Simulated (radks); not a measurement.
Q: These are the eigenvalues of the occupied orbitals of an atom or ion with whole-number occupations (hartree). All-electron calculation, Dirac Kohn-Sham, PBE, spin-unpolarised, spherical densities, finite nucleus; Fermi nuclear charge, rms radius of each element as measured or else 0.836 A^(1/3) + 0.57 fm. Program: a radial shooting solver on a logarithmic mesh with Libxc functionals.

orbital  eigenvalue
1s1/2     -1165.249
2s1/2     -274.8825
2p1/2     -269.6424

Which element is it, and in what charge state? The configuration may be excited. Open shells, if any, fill j = l - 1/2 first.

A: Z = 49, indium, charge +44: In44+ in [He] 2s2 2p1. The list shows which subshells hold electrons but not how many an open one holds; the 1s level, -1165.2 hartree, gives Z - s = 48.3 by -(Z - s)^2/2, which with screening and relativity narrows Z to a few neighbours, and the depths of the outer levels then fix element, charge and occupations together.
